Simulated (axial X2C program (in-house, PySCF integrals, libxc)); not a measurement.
**Outer orbitals of CoS at 1.970 Å, r2SCAN0**

Computed with an axial X2C code built on PySCF integrals. Spin-free means the one-electron spin-free X2C Hamiltonian; two-component (2c) means X2C with spin–orbit coupling and atomic mean-field two-electron Coulomb and Gaunt terms, so the difference of the two also holds small scalar two-electron terms. Basis: Co dyall-cv3z [9s10p6d3f2g], S dyall-av3z [9s8p3d2f] (cores contracted in-house); Gaussian nuclei, density fitting, unrestricted open shells. Masses: Co 58.933 u, S 31.972 u.

The distance is close to the 2c PBE0 minimum; the highest filled and lowest empty levels are listed.

Spin-free orbitals, state M_S = 3/2, Λ = 2 (beyond evenly filled blocks: π+α, π-α, δ+α, δ+β, δ-α) (Löwdin shares):

| symmetry | occupied | ε (eV) | atomic character |
| --- | --- | --- | --- |
| σα | yes | -18.85 | 74% S s, 10% Co d, 10% Co p |
| σβ | yes | -18.27 | 72% S s, 10% Co p, 10% Co d |
| π-α | yes | -12.09 | 95% Co d, 4% S p |
| π+α | yes | -12.09 | 95% Co d, 4% S p |
| δ-α | yes | -11.36 | 100% Co d |
| δ+α | yes | -11.36 | 100% Co d |
| σα | yes | -11.11 | 79% Co d, 14% S p, 5% S s |
| σβ | yes | -9.83 | 61% Co d, 30% S p, 7% S s |
| δ+β | yes | -8.31 | 99% Co d |
| σα | yes | -7.73 | 56% S p, 30% Co s, 11% Co d |
| σβ | yes | -7.25 | 45% S p, 27% Co d, 24% Co s |
| π+β | yes | -7.22 | 58% S p, 34% Co d, 6% Co p |
| π-β | yes | -7.14 | 62% S p, 30% Co d, 6% Co p |
| π+α | yes | -6.94 | 83% S p, 9% Co p, 7% Co d |
| π-α | yes | -6.94 | 83% S p, 9% Co p, 7% Co d |
| σα | no | -3.18 | 40% Co p, 30% Co s, 19% S p |
| δ-β | no | -2.71 | 99% Co d |
| σβ | no | -2.54 | 39% Co p, 35% Co s, 14% S p |
| π+β | no | -2.49 | 63% Co d, 24% S p, 12% Co p |

Spinors with spin–orbit coupling (state Ω = 7/2):

| ω | occupied | ε (eV) | atomic character | λ mixture |
| --- | --- | --- | --- | --- |
| 1/2 | yes | -18.85 | 74% S s, 10% Co d, 10% Co p | 100% σ |
| -1/2 | yes | -18.27 | 72% S s, 10% Co p, 10% Co d | 100% σ |
| -1/2 | yes | -12.12 | 95% Co d, 4% S p | 100% π |
| 3/2 | yes | -12.05 | 95% Co d, 4% S p | 100% π |
| -3/2 | yes | -11.42 | 100% Co d | 100% δ |
| 5/2 | yes | -11.28 | 100% Co d | 100% δ |
| 1/2 | yes | -11.11 | 79% Co d, 14% S p, 5% S s | 100% σ |
| -1/2 | yes | -9.83 | 61% Co d, 30% S p, 7% S s | 100% σ |
| 3/2 | yes | -8.38 | 99% Co d | 100% δ |
| 1/2 | yes | -7.74 | 56% S p, 29% Co s, 11% Co d | 99% σ, 1% π |
| -1/2 | yes | -7.25 | 45% S p, 27% Co d, 24% Co s | 100% σ |
| 1/2 | yes | -7.24 | 58% S p, 34% Co d, 5% Co p | 99% π, 1% σ |
| -3/2 | yes | -7.12 | 62% S p, 30% Co d, 6% Co p | 100% π |
| -1/2 | yes | -6.96 | 83% S p, 9% Co p, 7% Co d | 100% π |
| 3/2 | yes | -6.91 | 83% S p, 9% Co p, 7% Co d | 100% π |
| 1/2 | no | -3.18 | 40% Co p, 30% Co s, 19% S p | 100% σ |
| -5/2 | no | -2.65 | 98% Co d | 100% δ |
| -1/2 | no | -2.54 | 39% Co p, 35% Co s, 14% S p | 100% σ |
| 1/2 | no | -2.52 | 63% Co d, 24% S p, 11% Co p | 100% π |

Q: How does the gap between the highest filled and lowest empty level change from the spin-free to the 2c table?

A: From 3.76 to 3.73 eV at r2SCAN0, a change of -0.03 eV.

Mulliken charges and populations of the two-component result (they depend on the basis, above all on diffuse functions):

Co 0.56 e (s 6.79 p 12.22 d 7.43), S -0.56 e (s 5.96 p 10.53 d 0.06 f 0.01). ⟨Lz⟩ = 2.00 ħ and ⟨Sz⟩ = 1.50 ħ (1.26 and 0.24 on the two atoms), which add up to Ω.

The state is one determinant whose occupation by symmetry is held fixed; it was picked as the lowest of a PBE0 search that is not exhaustive. Density functionals use the spin component along the axis (collinear). Other states lie close and PBE0, whose exact exchange favours high spin, may order them wrongly; the determinant shown need not be the ground state. The nearest other spin-free determinant of the search, M_S = 3/2, Λ = 3, lies 0.46 eV up at the distance of the search. The functionals have no current-density term, which raises determinants with orbital currents, atoms included. With several unpaired electrons one determinant need not be a pure state. A state of lower Ω lies just above, and one determinant can place such states too high, so the state shown need not be the lowest. The search has Ω = 1/2 only 0.12 eV up.
